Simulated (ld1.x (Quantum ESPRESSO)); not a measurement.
## Pseudopotential generation for tungsten (W): ultrasoft, LDA (PZ), scalar-relativistic.

ld1.x (Quantum ESPRESSO) 7.5 input, shortened:

```
&input
   title='W', zed=74., rel=1, dft='PZ', iswitch=3,
   config='[Xe] 4f14 5d4 6s2 6p0'
 /
 &inputp
   pseudotype=3, tm=.true., lloc=-2, rcloc=0.60,
   nlcc=.false.
 /
8
6S  1  0   2.00   0.00  1.95  2.40  0.0
6S  1  0   0.00   4.65  1.95  2.40  0.0
6P  2  1   0.00   0.00  3.45  4.60  0.0
6P  2  1   0.00   2.20  3.45  4.60  0.0
5D  3  2   4.00   0.00  1.70  2.25  0.0
5D  3  2   0.00   0.05  1.70  2.25  0.0
4F  4  3  14.00   0.00  0.45  0.65  0.0
4F  4  3   0.00  -1.75  0.45  0.65  0.0
 &test
   configts(1)='4f14 5d4 6s2 6p0'
 /
```

All-electron outer shells of the reference configuration (LDA (PZ), scalar-relativistic, ld1.x):

```json
{"shell": "5s", "level (eV)": "-79.30", "outermost node (bohr)": "0.53", "outermost maximum (bohr)": "0.96"}
{"shell": "5p", "level (eV)": "-43.38", "outermost node (bohr)": "0.57", "outermost maximum (bohr)": "1.09"}
{"shell": "4f", "level (eV)": "-33.46", "outermost node (bohr)": "–", "outermost maximum (bohr)": "0.43"}
{"shell": "6s", "level (eV)": "-5.91", "outermost node (bohr)": "1.28", "outermost maximum (bohr)": "2.64"}
{"shell": "5d", "level (eV)": "-4.68", "outermost node (bohr)": "0.63", "outermost maximum (bohr)": "1.50"}
{"shell": "6p", "level (eV)": "-1.47", "outermost node (bohr)": "1.54", "outermost maximum (bohr)": "3.75"}
```

Calculated quality:

```
Configuration tests                       : test run stopped at test 8 of 9 (negative rho), 1 before it not solved; not counted: 4f14 5d4 6s1 6p1 (solver errors, printed error -2.3 eV)
Lowest eigenvalue of the overlap operator : -0.29 (p channel); it is negative, so in a basis up to 400 Ry S is not positive definite and the file is unfit for use
```

The ghost test of this file was not conclusive. Its overlap operator is not positive definite in a basis up to 400 Ry (lowest eigenvalue s -0.08, p -0.29), so the file is unfit for use: the generalised eigenproblem breaks down once the basis is large enough, and its test numbers describe a broken file.

Generation and tests took about 4.6 s on one core of a shared server CPU.
